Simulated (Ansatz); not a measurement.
`C=CCO[SiH3]` + BH₃ → `BCO[SiH3]` + `C=C` at 298.15 K and 1 bar (formal exchange of groups at a C–C bond).

Calculated with Ansatz (gas phase, PBE0-D4/def2-TZVP geometries, no zero-point term in ΔE). CCSD(T)/CBS adds triple-zeta CCSD(T) − MP2 to the extrapolated MP2 energy (def2 sets, frozen cores). This one scheme is used for every species. Each species was taken in one conformer, which may not be the lowest.

```json
{"species": "`C=CCO[SiH3]`", "CCSD(T)/CBS energy (Eh)": "-483.21946", "H − E (kJ/mol)": "285.4", "S (J/(mol·K))": "354.6"}
{"species": "BH₃", "CCSD(T)/CBS energy (Eh)": "-26.55200", "H − E (kJ/mol)": "78.7", "S (J/(mol·K))": "188.3"}
{"species": "`BCO[SiH3]`", "CCSD(T)/CBS energy (Eh)": "-431.30140", "H − E (kJ/mol)": "221.3", "S (J/(mol·K))": "331.1"}
{"species": "`C=C`", "CCSD(T)/CBS energy (Eh)": "-78.48111", "H − E (kJ/mol)": "144.6", "S (J/(mol·K))": "218.9"}
```

H − E and S are ideal-gas, rigid-rotor, harmonic terms from PBE0-D4/def2-TZVP, for one conformer and one mirror image of each species. 1 Eh = 2625.50 kJ/mol, R = 8.31446 J/(mol·K).

Q: By hand: ΔE, ΔH, ΔS and ΔG.

A: ΔE = (-431.30140) + (-78.48111) − (-483.21946) − (-26.55200) = -0.01105 Eh = -29.0 kJ/mol. Δ(H − E) = 221.3 + 144.6 − 285.4 − 78.7 = 1.8, so ΔH = -27.2 kJ/mol. ΔS = 331.1 + 218.9 − 354.6 − 188.3 = 7.1 J/(mol·K). ΔG = -27.2 − 298.15 × (7.1)/1000 = -29.3 kJ/mol.

Q: By hand: the equilibrium constant, and the temperature at which ΔG would vanish if ΔH and ΔS stayed fixed.

A: log₁₀ K = −ΔG/(RT ln 10) = 5.1. ΔH and −TΔS have one sign here, so there is no such temperature.

The number of gas molecules stays the same, so ΔS is small and ΔH decides. A doubt of 5 kJ/mol in ΔE shifts log₁₀ K by 0.9 here. Other conformers and mirror images would add mixing entropy, several J/(mol·K) or more a flexible species. Modes under 60 cm⁻¹, often nearly free rotors, make the harmonic entropy too high. These are equilibria of isolated gas molecules and say nothing of rates. Largest T1 diagnostic: 0.011 (customary marks: 0.02 for closed shells, 0.045 for open ones).

ΔS is within the doubt of such terms, so its sign, and with it that verdict, could turn.
